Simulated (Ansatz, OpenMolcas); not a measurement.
## A ladder of methods for C3H5Ga (SMILES C#[C][GaH][CH3])

The species is C3H5Ga (9 atoms), meant as a singlet with charge 0. As SMILES, `C#[C][GaH][CH3]`. Geometry: relaxed at PBE0-D4/def2-TZVP.

```xyz
9

C     1.4987    0.8168   -2.1387
C     0.9500    0.7452   -1.0628
Ga    0.0688    0.6112    0.6437
C    -1.0361   -0.9725    0.9664
H     1.9837    0.8831   -3.0861
H     0.2926    1.7831    1.6555
H    -0.4514   -1.8772    0.7821
H    -1.4352   -1.0063    1.9800
H    -1.8710   -0.9835    0.2600
```

Quantity: the energy change with the C4–H7 bond stretched from 1.093 to 2.404 Å, in eV. The values are calculated.

| level | kind | program | value (eV) | CPU time (all runs) |
| --- | --- | --- | --- | --- |
| HF/6-31G* (spherical functions) (restricted) | Hartree–Fock | OpenMolcas | 5.56 | 26 s |
| SVWN5/6-31G* (spherical functions) (restricted) | LDA | OpenMolcas | 4.59 | 64 s |
| PBE/6-31G* (spherical functions) (restricted) | GGA | Ansatz | 4.50 | 9.4 s |
| revPBE/6-31G* (spherical functions) (restricted) | GGA | OpenMolcas | 4.45 | 81 s |
| PBE0/6-31G* (spherical functions) (restricted) | global hybrid | Ansatz | 4.94 | 13 s |
| HSE06/6-31G* (spherical functions) (restricted) | range-separated hybrid | Ansatz | 4.93 | 13 s |
| wB97M-V/6-31G* (spherical functions) (restricted) | range-separated hybrid | Ansatz | 5.06 | 93 s |
| B2PLYP/6-31G* (spherical functions) (restricted) | double hybrid | Ansatz | 4.78 | 18 s |

All-electron rows without a relativistic Hamiltonian named are non-relativistic. The first shape isn't each level's own minimum. The values span 4.45 to 5.56 eV. Times are those of the runs behind each value, whatever else they computed, on shared processors of several kinds: orders of magnitude only.
